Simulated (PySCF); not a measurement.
## Bond curve of KI⁺

Set-up: PySCF, spin-free X2C with a Gaussian nucleus, basis sets K x2c-SVPall, I x2c-SVPall. Energies in eV from K⁺ + I in their ground configurations at the same level. State: ²Π (doublet), unpaired electrons π ↑.

All columns are LC-ωPBE. A positive dipole points towards I; it is taken about the centre of mass and depends on that origin.

```
R (Å)  E (eV)   μ (D)  Mulliken charge on K (basis-dependent)  HOMO (eV)  LUMO (eV)  Mayer bond order  ⟨S²⟩
3.106  -0.122   -9.70                                    0.89     -14.95      -7.44              0.22  0.75
3.251  -0.216  -10.25                                    0.89     -14.80      -7.28              0.22  0.75
3.395  -0.264  -10.81                                    0.89     -14.65      -7.13              0.22  0.75
3.504  -0.280  -11.24                                    0.89     -14.54      -7.01              0.22  0.75
3.612  -0.284  -11.67                                    0.89     -14.43      -6.90              0.21  0.75
3.720  -0.280  -12.11                                    0.90     -14.33      -6.80              0.20  0.75
3.865  -0.266  -12.71                                    0.91     -14.19      -6.66              0.18  0.75
4.045  -0.242  -13.47                                    0.92     -14.03      -6.49              0.16  0.75
4.262  -0.209  -14.38                                    0.93     -13.85      -6.30              0.14  0.75
4.551  -0.167  -15.61                                    0.95     -13.62      -6.07              0.10  0.75
```

A fit through these points gives, at Re = 3.605 Å, μ = -11.64 D and dμ/dR = -4.04 D/Å; the reduced mass is 29.81 u.

Q: How strong is the fundamental in the double-harmonic approximation, I = 42.26·(dμ/dR)²/μred km/mol?

A: I = 42.26·(-4.04)²/29.81 = 23.1 km/mol at LC-ωPBE.

The bond is weak. Basis-set superposition, not corrected here, can be much of De in a small basis, most of all at correlated wavefunction levels. Spin–orbit coupling is left out, which matters for elements this heavy, above all for dissociation energies. For an ion De counts to the pair picked by the measured ionisation energies or electron affinities, which need not be the lowest pair at this level. The state is the lowest determinant that a PBE0 search found; another state may lie lower at other levels.
